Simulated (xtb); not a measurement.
xtb input (GFN2-xTB):

```bash
xtb mol.xyz --gfn 2 --sp --chrg 1 --uhf 0
```
mol.xyz:
```
3

As    -0.14653518    -0.20555075     0.32176302
F      1.33592544    -0.37212610    -0.58230773
F     -0.79862979     1.12581217    -0.59749001
```

Output:

```
           -------------------------------------------------
          |                Calculation Setup                |
           -------------------------------------------------

           -------------------------------------------------
          |                 G F N 2 - x T B                 |
           -------------------------------------------------

        Reference                      10.1021/acs.jctc.8b01176
      * Hamiltonian:
        H0-scaling (s, p, d)           1.850000    2.230000    2.230000
        zeta-weighting                 0.500000
      * Dispersion:
        s8                             2.700000
        a1                             0.520000
        a2                             5.000000
        s9                             5.000000
      * Repulsion:
        kExp                           1.500000    1.000000
        rExp                           1.000000
      * Coulomb:
        alpha                          2.000000
        third order                    shell-resolved
        anisotropic                    true
        a3                             3.000000
        a5                             4.000000
        cn-shift                       1.200000
        cn-exp                         4.000000
        max-rad                        5.000000

          ...................................................
          :                      SETUP                      :
          :.................................................:
          :  # basis functions                  18          :
          :  # atomic orbitals                  17          :
          :  # shells                            7          :
          :  # electrons                        18          :
          :  max. iterations                   250          :
          :  Hamiltonian                  GFN2-xTB          :
          :  restarted?                      false          :
          :  GBSA solvation                  false          :
          :  PC potential                    false          :
          :  electronic temp.          300.0000000     K    :
          :  accuracy                    1.0000000          :
          :  -> integral cutoff          0.2500000E+02      :
          :  -> integral neglect         0.1000000E-07      :
          :  -> SCF convergence          0.1000000E-05 Eh   :
          :  -> wf. convergence          0.1000000E-03 e    :
          :  Broyden damping             0.4000000          :
          :  net charge                          1          :
          :  unpaired electrons                  0          :
          ...................................................

 iter      E             dE          RMSdq      gap      omega  full diag
   1    -11.1802568 -0.111803E+02  0.159E+01    4.69       0.0  T
   2    -11.2742143 -0.939575E-01  0.811E+00    2.42       1.0  T
   3    -11.2645959  0.961841E-02  0.598E+00    3.71       1.0  T
   4    -11.3015815 -0.369857E-01  0.167E+00    2.56       1.0  T
   5    -11.2882490  0.133325E-01  0.293E+00    3.36       1.0  T
   6    -11.3081266 -0.198776E-01  0.293E-01    2.87       1.0  T
   7    -11.3082751 -0.148455E-03  0.173E-01    2.85       1.0  T
   8    -11.3083435 -0.684375E-04  0.608E-02    2.81       1.0  T
   9    -11.3083505 -0.694012E-05  0.320E-02    2.82       1.8  T
  10    -11.3083532 -0.272979E-05  0.652E-04    2.82      88.5  T
  11    -11.3083532 -0.942308E-09  0.132E-04    2.82     438.4  T
  12    -11.3083532  0.171951E-11  0.590E-05    2.82     979.3  T

   *** convergence criteria satisfied after 12 iterations ***

         #    Occupation            Energy/Eh            Energy/eV
      -------------------------------------------------------------
         1        2.0000           -1.1475021             -31.2251
       ...           ...                  ...                  ...
         3        2.0000           -0.9900169             -26.9397
         4        2.0000           -0.8770641             -23.8661
         5        2.0000           -0.8679618             -23.6184
         6        2.0000           -0.8636558             -23.5013
         7        2.0000           -0.8346250             -22.7113
         8        2.0000           -0.8307437             -22.6057
         9        2.0000           -0.8249023             -22.4467 (HOMO)
        10                         -0.7211361             -19.6231 (LUMO)
        11                         -0.5537206             -15.0675
        12                         -0.4991839             -13.5835
        13                         -0.2558208              -6.9612
        14                         -0.2485185              -6.7625
       ...                                ...                  ...
        17                          0.3248512               8.8397
      -------------------------------------------------------------
                  HL-Gap            0.1037661 Eh            2.8236 eV
             Fermi-level           -0.7730192 Eh          -21.0349 eV

 SCC (total)                   0 d,  0 h,  0 min,  0.005 sec
 SCC setup                      ...        0 min,  0.000 sec (  5.086%)
 Dispersion                     ...        0 min,  0.000 sec (  1.281%)
 classical contributions        ...        0 min,  0.000 sec (  0.678%)
 integral evaluation            ...        0 min,  0.001 sec ( 14.114%)
 iterations                     ...        0 min,  0.003 sec ( 55.621%)
 molecular gradient             ...        0 min,  0.001 sec ( 17.723%)
 printout                       ...        0 min,  0.000 sec (  5.037%)

         :::::::::::::::::::::::::::::::::::::::::::::::::::::
         ::                     SUMMARY                     ::
         :::::::::::::::::::::::::::::::::::::::::::::::::::::
         :: total energy             -11.303325821216 Eh    ::
         :: gradient norm              0.065903144790 Eh/a0 ::
         :: HOMO-LUMO gap              2.823620603042 eV    ::
         ::.................................................::
         :: SCC energy               -11.308353192913 Eh    ::
         :: -> isotropic ES            0.192755249803 Eh    ::
         :: -> anisotropic ES          0.002750555473 Eh    ::
         :: -> anisotropic XC         -0.002165318343 Eh    ::
         :: -> dispersion             -0.000797897857 Eh    ::
         :: repulsion energy           0.005027371697 Eh    ::
         :: add. restraining           0.000000000000 Eh    ::
         :: total charge               1.000000000000 e     ::
         :::::::::::::::::::::::::::::::::::::::::::::::::::::

           -------------------------------------------------
          |                Property Printout                |
           -------------------------------------------------

    * Orbital Energies and Occupations

         #    Occupation            Energy/Eh            Energy/eV
      -------------------------------------------------------------
         1        2.0000           -1.1475021             -31.2251
         2        2.0000           -1.1393646             -31.0037
         3        2.0000           -0.9900169             -26.9397
         4        2.0000           -0.8770641             -23.8661
         5        2.0000           -0.8679618             -23.6184
         6        2.0000           -0.8636558             -23.5013
         7        2.0000           -0.8346250             -22.7113
         8        2.0000           -0.8307437             -22.6057
         9        2.0000           -0.8249023             -22.4467 (HOMO)
        10                         -0.7211361             -19.6231 (LUMO)
        11                         -0.5537206             -15.0675
        12                         -0.4991839             -13.5835
Note: The following floating-point exceptions are signalling: IEEE_DENORMAL
normal termination of xtb
        13                         -0.2558208              -6.9612
        14                         -0.2485185              -6.7625
        15                         -0.1922523              -5.2315
        16                         -0.0561183              -1.5271
        17                          0.3248512               8.8397
      -------------------------------------------------------------
                  HL-Gap            0.1037661 Eh            2.8236 eV
             Fermi-level           -0.7730192 Eh          -21.0349 eV

     #   Z          covCN         q      C6AA      α(0)
     1  33 As       1.475     0.917   211.675    27.431
     2   9 F        0.738     0.042     9.022     3.547
     3   9 F        0.738     0.042     9.022     3.547

 Mol. C6AA /au·bohr⁶  :        406.474845
 Mol. C8AA /au·bohr⁸  :      22683.085996
 Mol. α(0) /au        :         34.525954

Wiberg/Mayer (AO) data.
largest (>0.10) Wiberg bond orders for each atom

 ---------------------------------------------------------------------------
     #   Z sym  total        # sym  WBO       # sym  WBO       # sym  WBO
 ---------------------------------------------------------------------------
     1  33 As   3.017 --     3 F    1.508     2 F    1.508
     2   9 F    1.630 --     1 As   1.508     3 F    0.122
     3   9 F    1.630 --     1 As   1.508     2 F    0.122
 ---------------------------------------------------------------------------

Topologies differ in total number of bonds
Writing topology from bond orders to xtbtopo.mol

molecular dipole:
                 x           y           z       tot (Debye)
 q only:       -0.211      -0.297       0.464
   full:       -0.240      -0.336       0.527       1.701
molecular quadrupole (traceless):
                xx          xy          yy          xz          yz          zz
 q only:        0.036      -0.164      -0.089      -0.299      -0.427       0.053
  q+dip:       -0.283       0.383      -0.007      -0.038      -0.046       0.291
   full:       -0.611       1.203       0.278       0.908       1.312       0.333

           -------------------------------------------------
          | TOTAL ENERGY              -11.303325821216 Eh   |
          | GRADIENT NORM               0.065903144790 Eh/α |
          | HOMO-LUMO GAP               2.823620603042 eV   |
           -------------------------------------------------

------------------------------------------------------------------------
------------------------------------------------------------------------
 total:
 SCF:
```

This state (charge 1, singlet) is run at the relaxed geometry of the species with charge 0 and multiplicity 2.
